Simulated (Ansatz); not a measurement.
Input file for GaH$_{5}$O$_{2}$SSi, SMILES `[OH][Ga]([SH])[O][SiH3]`:

```yaml
crystal:
  periodic: [false, false, false]
  atoms:
    - {symbol: O, position_ang: [-2.311943, -1.444353, 0.343726]}
    - {symbol: Ga, position_ang: [-0.641863, -0.850588, 0.394244]}
    - {symbol: S, position_ang: [0.896400, -1.917548, 1.505113]}
    - {symbol: O, position_ang: [-0.286912, 0.642038, -0.495589]}
    - {symbol: Si, position_ang: [1.001731, 1.601106, -0.793864]}
    - {symbol: H, position_ang: [-2.889478, -0.882710, -0.179564]}
    - {symbol: H, position_ang: [0.021436, -2.861610, 1.895252]}
    - {symbol: H, position_ang: [2.223192, 1.080756, -0.115190]}
    - {symbol: H, position_ang: [0.729466, 2.975560, -0.296988]}
    - {symbol: H, position_ang: [1.257970, 1.657350, -2.257141]}
basis:
  gaussian: {orbitals: def2-TZVPP}
correlation: {method: ccsd_t}
```

```sh
$ ansatz run in.yaml --threads 2 --pin off --events-out ev --progress --plain --max-ram 22528MiB --backend cuda --devices 0, --max-vram 18GiB
```

Output of Ansatz, abridged:

```
Functional definition: HF
1585 factors; integrals over basis functions are off by at most 1.1e-3 eV
mean field evaluation 1: about -75168.3094 eV, gradient 5.4e1 eV
mean field evaluation 2: about -75168.5477 eV, gradient 5.4e1 eV
mean field evaluation 4: about -75174.0753 eV, gradient 4.0e0 eV
mean field evaluation 8: about -75174.1559 eV, gradient 4.4e-1 eV
mean field evaluation 16: about -75174.1573 eV, gradient 2.4e-6 eV
mean field -75174.15733597 eV, -2762.5993272228 hartree, gradient 2.4e-6 eV, S^2 0.000000; 0 other end points of the search recorded, 0 dependent functions left out
21 core orbitals not correlated: weight in the atoms' cores, before any rotation towards them, 1.000 or more for the frozen orbitals, at most 0.000 for the correlated occupied ones
reference -75174.15733597 eV, -2762.5993272228 hartree; 20, 20 occupied and 223, 223 virtual orbitals, 1585 factors
second order -27.26795095 eV of doubles, -0.00000000 eV of singles
cycle   1  -27.16330767 eV  change    1.0e-1 eV  update   1.3e-1
cycle   2  -27.95677290 eV  change   -7.9e-1 eV  update   4.0e-2
cycle   3  -28.13164873 eV  change   -1.7e-1 eV  update   2.1e-2
cycle   4  -28.11165994 eV  change    2.0e-2 eV  update   4.8e-3
cycle   5  -28.10889163 eV  change    2.8e-3 eV  update   2.3e-3
cycle   6  -28.10997187 eV  change   -1.1e-3 eV  update   6.5e-4
cycle   7  -28.10959956 eV  change    3.7e-4 eV  update   2.6e-4
cycle   8  -28.10954489 eV  change    5.5e-5 eV  update   7.8e-5
cycle   9  -28.10958827 eV  change   -4.3e-5 eV  update   3.2e-5
perturbative correction -1.11122683 eV, -0.0408368326 hartree
Total energy: -75203.37815106 eV, -2763.6731723709 hartree
```

Run time 3.5 s (2 threads of an AMD EPYC 7R13 on a shared host and a share of an NVIDIA H100 80 GB); peak host memory 0.85 GiB.

Correlation energy per correlated electron: -0.731 eV. T1 diagnostic: 0.0136.
